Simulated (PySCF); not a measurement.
**Palladium: a sound run and one with changed settings**

Sound run: Pd [Kr] 4d10, Pd+ [Kr] 4d9. All numbers are calculated (PySCF 2.14, scalar relativity through the core potential, in cc-pVTZ-PP with ECP28MDF). In the sound run the correlated levels freeze 4s2 4p6 outside the core potential. The sound run starts from symmetry-adapted Hartree-Fock orbitals and uses a fine grid where one is needed.

Changed run: all electrons correlated in a basis built for the valence shell.

```csv
species,method,sound run (hartree),changed run (hartree),converged
Pd,MP2,-126.97723,-127.28825,yes
Pd+,MP2,-126.66601,-126.97090,yes
```

Ionisation energy of Pd:

```csv
method,sound run (eV),changed run (eV)
UHF,6.241,6.241
MP2,8.469,8.635
SCS-MP2,8.241,8.322
```

A valence basis has no tight correlating functions, so it recovers only part of the core correlation, and not evenly between atom and ion.

For comparison, NIST gives 8.337 eV between the lowest levels.
